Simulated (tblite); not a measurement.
Run record: tight-binding relaxation, `C[SiH2][Si@H](O)[GeH3]`.

Computed with GFN2-xTB geometry optimisation, gas phase (tblite 0.8.0). Start geometry: from a force field or distance geometry. The command runs a driver script over a list of jobs; the input below is this job's line of settings and its coordinates in Å.

Command:
```bash
OMP_NUM_THREADS=1 python probes_run.py task.json out
```

Input:
```
{"job": {"kind": "relax", "xc": "GFN2-xTB", "basis": "xTB"}, "charge": 0, "multiplicity": 1}
C     -2.646600    -0.248300     0.004300
Si    -1.098100     0.753100    -0.165900
Si     0.662400    -0.648800    -0.270200
O      0.458500    -1.760200     1.010000
Ge     2.537900     0.643700     0.093800
H     -3.504400     0.263700    -0.485800
H     -2.517500    -1.225600    -0.481200
H     -2.813600    -0.415400     1.094300
H     -1.162900     1.576900    -1.366700
H     -0.925900     1.633000     1.014200
H      0.687700    -1.297300    -1.584900
H      1.356600    -2.036800     1.329200
H      3.693400     0.274900    -0.870600
H      3.046700     0.325600     1.509800
H      2.221400     2.169600     0.039100
```

Problem. What does the run print?

Solution. 
```
step      E/eV     max force
  0    -454.37718    2.301
  1    -454.53224    1.173
  2    -454.60464    0.819
  3    -454.64807    0.911
  4    -454.73482    0.401
  5    -454.74814    0.375
  6    -454.77388    0.456
  7    -454.79064    0.492
  8    -454.81143    0.390
  9    -454.82348    0.227
... (70 lines left out)
 80    -454.91760    0.025
 81    -454.91766    0.025
 82    -454.91771    0.018
 83    -454.91776    0.019
 84    -454.91780    0.012
 85    -454.91782    0.015
 86    -454.91784    0.014
 87    -454.91786    0.014
 88    -454.91789    0.016
 89    -454.91791    0.009
```

«max force» is the largest atomic force in eV/Å.

Problem. From which step on does the largest force stay under 0.1 eV/Å, and how much energy is left to gain from there?

Solution. From step 29 (0.088 eV/Å), 25.3 meV above the end.

Main results: energy lowered by 12.5 kcal/mol over 89 steps; largest atomic force 0.009 eV/Å at the end.

Problem. Give the final coordinates.

Solution. 0.330 Å rms from the input after alignment:
```
atom  x, y, z in Å
C1    -2.7549   -0.3090    0.0080
Si2   -1.2145    0.7793   -0.2118
Si3    0.6949   -0.5289   -0.2114
O4     0.4311   -1.5361    1.0469
Ge5    2.7248    0.6140    0.1191
H6    -3.6684    0.2781    0.0249
H7    -2.8396   -1.0284   -0.8018
H8    -2.7032   -0.8687    0.9375
H9    -1.3420    1.5133   -1.4824
H10   -1.2179    1.8011    0.8491
H11    0.9056   -1.3656   -1.4093
H12    1.0844   -2.1609    1.3515
H13    3.8319    0.3361   -0.8616
H14    3.4189    0.3715    1.4358
H15    2.6445    2.1122    0.0752
```

On an Intel Xeon 6975P-C with one thread, no GPU, on a shared host, this took 0.49 s wall.
Labels such as C1 count atoms from 1, the log's own numbers from 0.
